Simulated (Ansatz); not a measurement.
Ansatz (a program for electronic structure) input (RI-MP2/def2-QZVPPD):
A basis named .json is the Basis Set Exchange file of that set.

Ansatz 0.2 input:
```yaml
crystal:
  periodic: [false, false, false]
  atoms:
    - {symbol: Ta, position_ang: [-0.00000000, -0.00000000, -0.13492245]}
    - {symbol: C, position_ang: [0.00000000, 0.00000000, 1.64155649]}
basis:
  gaussian:
    orbitals: def2-QZVPPD.json
    fitting: {mean_field: def2-universal-jkfit, correlation: def2-QZVPPD-RIFIT.json}
magnetization: {spin_polarized: true, initial_magnetization: 3}
correlation: {method: mp2, electrons: outside_noble_gas}
```

Output:

```
Functional definition: HF
integrals: 0.07 GiB planned
302 factors; integrals over basis functions are off by at most 7.0e-1 eV
418 factors; integrals over basis functions are off by at most 5.5e0 eV
mean field: 0.26 GiB planned
mean field evaluation 1: about -2553.1826 eV, gradient 3.3e1 eV
mean field evaluation 2: about -2548.5814 eV, gradient 4.6e1 eV
mean field evaluation 4: about -2559.0324 eV, gradient 1.4e0 eV
mean field evaluation 8: about -2559.0782 eV, gradient 3.9e-1 eV
mean field evaluation 16: about -2508.2370 eV, gradient 6.8e2 eV
mean field evaluation 32: about -2518.1670 eV, gradient 6.7e2 eV
mean field evaluation 64: about -2555.9448 eV, gradient 1.9e1 eV
mean field evaluation 96: about -2557.2776 eV, gradient 1.2e0 eV
mean field evaluation 128: about -2558.7306 eV, gradient 1.3e0 eV
mean field evaluation 160: about -2558.0404 eV, gradient 3.6e0 eV
mean field evaluation 192: about -2558.8063 eV, gradient 4.9e-1 eV
mean field evaluation 224: about -2558.3232 eV, gradient 5.5e0 eV
mean field evaluation 256: about -2557.6796 eV, gradient 3.8e-1 eV
mean field evaluation 288: about -2556.9072 eV, gradient 1.4e0 eV
mean field evaluation 320: about -2558.6826 eV, gradient 8.5e-2 eV
mean field evaluation 352: about -2558.8842 eV, gradient 1.4e0 eV
mean field evaluation 384: about -2559.1508 eV, gradient 1.7e0 eV
mean field -2559.31781768 eV, -94.0531950318 hartree, gradient 1.2e-6 eV, S^2 4.330421; 28 other end points of the search recorded, 0 dependent functions left out
5 core orbitals not correlated
reference -2559.31781768 eV, -94.0531950318 hartree; 6, 3 occupied and 136, 139 virtual orbitals, 418 factors
second order -6.30729140 eV of doubles, -0.00000000 eV of singles
Total energy: -2565.62510908 eV, -94.2849837155 hartree
```

The spin state was set by rule; other spins were not relaxed.

The determinant is spin-contaminated: <S^2> is 4.33 against 3.75 for a pure state.
